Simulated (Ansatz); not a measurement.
System: fluoro(trimethyl)germane, C₃H₉FGe, net charge 0, singlet state. 
Coordinates optimised at B3LYP-D3(BJ)/def2-TZVP (Ansatz, an electronic-structure program):
```xyz
14

C      1.6029    -0.9233    -0.6459
Ge    -0.0031    -0.0035    -0.0178
C     -1.6031    -1.1255    -0.0492
C     -0.2671     1.7487    -0.8424
F      0.2947     0.3310     1.6956
H      1.5091    -1.1718    -1.7041
H      1.7514    -1.8439    -0.0822
H      2.4759    -0.2851    -0.5124
H     -2.4408    -0.5952     0.4027
H     -1.4266    -2.0444     0.5093
H     -1.8653    -1.3846    -1.0761
H     -1.1165     2.2540    -0.3836
H     -0.4591     1.6407    -1.9110
H      0.6223     2.3636    -0.7072
```
Charge 0, spin multiplicity 1.

Parts of the frozen-core correlation energy in STO-3G (Ansatz, hartree). Frozen orbitals: 18; correlated occupied orbitals by spin: 16 and 16; virtual: 13 and 13. No spin-orbit coupling. Non-relativistic.

```json
[
 {"term": "reference (HF)", "value": "-2267.32158"},
 {"term": "MP2 opposite-spin", "value": "___"},
 {"term": "MP2 same-spin", "value": "-0.02167"},
 {"term": "CCSD correlation", "value": "___"},
 {"term": "(T)", "value": "___"},
 {"term": "T1 diagnostic", "value": "0.007"},
 {"term": "largest doubles amplitude", "value": "0.073"}
]
```

### Question
Some entries are withheld; supply them.

### Answer

- MP2 opposite-spin, value: -0.18542
- CCSD correlation, value: -0.27338
- (T), value: -0.00300
